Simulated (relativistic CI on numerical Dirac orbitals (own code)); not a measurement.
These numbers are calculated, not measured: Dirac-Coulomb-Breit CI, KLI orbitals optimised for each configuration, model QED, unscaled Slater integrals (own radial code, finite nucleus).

Configurations in the expansion (outside the closed core [Ne]): 3s, 3p, 3d, 4s, 4p, 4d, 4f, 5s, 5p, 5d, 5f, 5g, 6s, 6p, 6d, 7s, 7p. Levels of other configurations are missing.

At this charge energies of transitions that change n are usually good to better than 1 %, and those within a shell (Δn = 0) to a few per cent.

Outline of the computed level scheme of Dy LVI. Lowest level of each configuration: 3s 2S_1/2 at 0.00 eV; 3p 2P°_1/2 at 134.11 eV; 3d 2D_3/2 at 514.83 eV; 4s 2S_1/2 at 2464.66 eV; 4p 2P°_1/2 at 2520.13 eV; 4d 2D_3/2 at 2670.97 eV; 4f 2F°_5/2 at 2725.18 eV; 5s 2S_1/2 at 3561.81 eV; 5p 2P°_1/2 at 3589.70 eV.

Some strong electric-dipole decays among the lowest 15 levels: 4f 2F°_7/2 → 3d 2D_5/2 (1.4e+14 s⁻¹); 4f 2F°_5/2 → 3d 2D_3/2 (1.4e+14 s⁻¹); 4d 2D_5/2 → 3p 2P°_3/2 (6.9e+13 s⁻¹); 4d 2D_3/2 → 3p 2P°_1/2 (5.5e+13 s⁻¹); 4p 2P°_1/2 → 3s 2S_1/2 (3.5e+13 s⁻¹); 4s 2S_1/2 → 3p 2P°_3/2 (2.6e+13 s⁻¹); 4p 2P°_3/2 → 3s 2S_1/2 (2.4e+13 s⁻¹); 5p 2P°_1/2 → 3s 2S_1/2 (1.9e+13 s⁻¹).
